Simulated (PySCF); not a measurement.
Question: Write Cartesian coordinates for `C#CC/P=P/C(C)(C)C` as optimised with PBE0-D3(BJ)/def2-SVP.

Answer: 
```
atom  x, y, z in Å
C1     4.830    0.393    0.989
C2     3.902   -0.383    1.054
C3     2.761   -1.276    1.128
P4     1.165   -0.281    1.328
P5     0.281   -0.784   -0.422
C6    -1.369    0.150   -0.400
C7    -1.354    1.035   -1.652
C8    -1.628    0.998    0.838
C9    -2.454   -0.925   -0.540
H10    5.659    1.073    0.930
H11    2.714   -1.930    0.242
H12    2.846   -1.925    2.017
H13   -0.581    1.817   -1.584
H14   -1.165    0.449   -2.565
H15   -2.332    1.534   -1.768
H16   -1.642    0.390    1.756
H17   -0.865    1.781    0.966
H18   -2.609    1.495    0.749
H19   -2.495   -1.574    0.349
H20   -2.285   -1.564   -1.421
H21   -3.441   -0.446   -0.656
```

Orientation and origin are arbitrary. Atoms count from 1 in this order. Of the pairs four or more bonds apart, P4···H17 is among the closest relative to their van der Waals radii: 2.92 Å, 97 % of the sum of Bondi's values. The C–C distances run from 1.212 Å (C1≡C2, drawn triple) to 1.534 Å (C6–C7, drawn single), a spread of 0.322 Å.

Bonds between heavy atoms (Å): C1≡C2 1.212, C2–C3 1.450, C3–P4 1.892, P4=P5 2.024, P5–C6 1.897, C6–C7 1.534, C6–C8 1.523, C6–C9 1.533.

Level of theory: PySCF, PBE0-D3(BJ)/def2-SVP geometry optimisation, gas phase.

Point group: C1 (no symmetry element, even within 0.4 Å). No PBE0-D3(BJ)/def2-SVP frequencies stand behind this structure, so it isn't proved a minimum. The numbers are those of one conformer (C2–C3–P4–P5 116°).
